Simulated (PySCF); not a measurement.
Geometries of 2 isomers of CH8AlAs, from PBE0-D3(BJ)/def2-SVP geometry optimisation, gas phase (PySCF 2.14.0). One conformer each, no zero-point energy, no frequencies.

Question: Which isomer lies lower at this level?
A.
```xyz
11
angstrom
C     -1.823    0.328    0.178
Al    -0.487   -0.986   -0.439
As     1.754    0.312    0.092
H     -2.837   -0.096    0.071
H     -1.808    1.263   -0.405
H     -1.704    0.589    1.243
H     -0.187   -1.134   -2.009
H     -0.126   -2.240    0.496
H      2.049    0.773    1.502
H      3.061   -0.408   -0.144
H      2.115    1.601   -0.610
```
B.
```xyz
11
angstrom
C     -1.677    0.543    0.033
As    -0.231   -0.696   -0.360
Al     2.121    0.136    0.333
H     -2.650    0.144   -0.280
H     -1.471    1.486   -0.491
H     -1.679    0.735    1.114
H     -0.519   -1.027   -1.806
H     -0.773   -1.972    0.244
H      1.752    0.343    1.882
H      3.016   -1.124   -0.085
H      2.116    1.434   -0.610
```

Answer: A. That is `[CH3][AlH2-][AsH3+]`, 3.0 kcal/mol below the other.

```
             SMILES    atoms numbered as above       E (Eh)  relative (kcal/mol)  relative (kJ/mol)  dipole (D)
[CH3][AlH2-][AsH3+]  [CH3:1][AlH2-:2][AsH3+:3]  -2520.37889                  0.0                0.0        3.78
    C[AsH2+][AlH3-]  [CH3:1][AsH2+:2][AlH3-:3]  -2520.37415                  3.0               12.4        4.83
```
